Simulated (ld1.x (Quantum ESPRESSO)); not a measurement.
## zirconium (Zr): variants of one TM potential

Base potential:

```json
{
  "Element": "zirconium (Zr)",
  "Generator": "ld1.x (Quantum ESPRESSO) 7.5",
  "Type": "norm-conserving Troullier–Martins (Kleinman–Bylander form)",
  "Functional": "PBE",
  "Relativity": "scalar-relativistic",
  "Frozen core": "[Ar] 3d10",
  "Valence charge": "12",
  "Reference configuration": "4s2 4p6 4d2 5s1.5 5p0 (charge +0.5)",
  "Partial waves": "4s (bound): rc 1.90 bohr; 4p (bound): rc 1.80 bohr; 4d (bound): rc 2.40 bohr",
  "Local potential": "all-electron potential smoothed inside 2.40 bohr (lloc = -1)",
  "Core correction": "none"
}
```

Occupied shells without a wave of their own: 5s. They enter only through the test configuration that unscreens the potential.

Cutoffs, loose and tight: the cutoffs (Ry, on a coarse ladder) from which the occupation-weighted sum of valence levels, in a spherical-Bessel basis at the reference potential, stays within 10 and 1 mRy of its value at 400 Ry. They do not see the model core or the augmentation charge, which bear on the density cutoff. Test errors are all-electron minus pseudo excitation energies from the reference, over the configurations 4s2 4p6 4d2 5s2 5p0; 4s2 4p6 4d2 5s1 5p0; 4s2 4p6 4d2 5s0 5p0; 4s2 4p6 4d2 5s1 5p1; 4s2 4p6 4d3 5s0 5p0; 4s2 4p6 4d1 5s0 5p0; 4s1 4p6 4d2 5s2 5p0. A dash means not determined; rows that change the core or the reference have their own tests. The largest error is taken over the tests solved by every variant that gives reliable tests at all: 4s2 4p6 4d1 5s0 5p0; 4s2 4p6 4d2 5s0 5p0; 4s2 4p6 4d2 5s1 5p1; 4s2 4p6 4d2 5s2 5p0; 4s2 4p6 4d3 5s0 5p0.

A true bound ghost makes a file unfit for plane-wave use even where its test errors are small: the radial tests pick states by their node count and pass the ghost by.

Cutoffs are not given where the Bessel-basis levels miss the radial ones by over 6 mRy, ghosts where they miss by over 20 mRy; a channel whose overlap is not positive is not tested.

```tsv
change	outcome	cutoff, loose	cutoff, tight	bound ghosts	largest test error (meV)
base	generated, misses its reference levels by 3.45 eV	–	–	not determined	-11618
local potential the s channel	generated, misses its reference levels by 0.93 eV	40 Ry	60 Ry	none	-2835
type TM semilocal; local potential the d channel	generated, misses its reference levels by 0.93 eV	40 Ry	60 Ry	none	-2924
wave 4s (bound): rc 1.90 bohr becomes 4s (bound): rc 2.72 bohr	generated, misses its reference levels by 2.11 eV	35 Ry	45 Ry	none	-6495
wave 4p (bound): rc 1.80 bohr becomes 4p (bound): rc 2.10 bohr	generated, misses its reference levels by 3.45 eV	–	–	not determined	-11604
local potential all-electron potential smoothed inside 1.62 bohr (lloc = -1)	generated, misses its reference levels by 0.45 eV	40 Ry	55 Ry	none	-1504
all radii scaled by about 1.38 (s 2.62, p 2.48, d 3.32 bohr); local potential all-electron potential smoothed inside 3.32 bohr (lloc = -1)	generated, misses its reference levels by 0.78 eV	21 Ry	35 Ry	none	+2296
functional LDA (PZ)	generated, misses its reference levels by 2.06 eV	40 Ry	55 Ry	none	-6764
wave 4d (bound): rc 2.40 bohr becomes 4d (bound): rc 2.16 bohr	generated, misses its reference levels by 3.45 eV	–	–	not determined	-11624
type RRKJ; local potential the d channel; rho0 0.001	generated	40 Ry	50 Ry	none	+246
core [Kr], valence charge 4; reference 4d2 5s2 5p0; waves now 5s (bound): rc 2.30 bohr; 5p (bound): rc 3.50 bohr; 4d (bound): rc 1.75 bohr; local potential the d channel; core correction Bessel-smoothed model core inside 1.15 bohr	generated	30 Ry	40 Ry	s, p	-302
```

**Question.** What comes out with this change to the base: reference 4s2 4p6 4d3 5s1 5p0?

**Answer.** outcome: generated, misses its reference levels by 1.93 eV; bound ghosts: none; largest test error (meV): -6832.
